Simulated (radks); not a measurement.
The numbers below are computed, except where a source is named.
Q: These are the eigenvalues of the occupied orbitals of an atom or ion with whole-number occupations (Ry). Level of theory: scalar-relativistic Kohn-Sham, PBEsol, spin-polarised, spherical densities, finite nucleus; Fermi nuclear charge, rms radius of each element as measured or else 0.836 A^(1/3) + 0.57 fm (a radial shooting solver on a logarithmic mesh with Libxc functionals).

1s up: -4399.556
1s down: -4399.536
2s up: -779.8336
2s down: -779.8191
2p up: -693.9203
2p down: -693.9066
3s up: -210.7774
3s down: -210.6943
3p up: -184.7481
3p down: -184.6651
3d up: -152.5900
3d down: -152.5237
4s up: -75.00571
4s down: -74.85696
4p up: -65.98656
4p down: -65.83649
4d up: -54.09985
4d down: -53.94299
4f up: -41.07980
5s up: -36.44164

Which element is it, and in what charge state? The configuration may be excited. Open shells, if any, are filled with parallel spins first.

A: Z = 69, thulium, charge +21: Tm21+ in [Kr] 4d10 4f1 5s1. The list shows which subshells hold electrons but not how many an open one holds; the 1s level, -2199.8 hartree, gives Z - s = 66.3 by -(Z - s)^2/2, which with screening and relativity narrows Z to a few neighbours, and the depths of the outer levels then fix element, charge and occupations together.
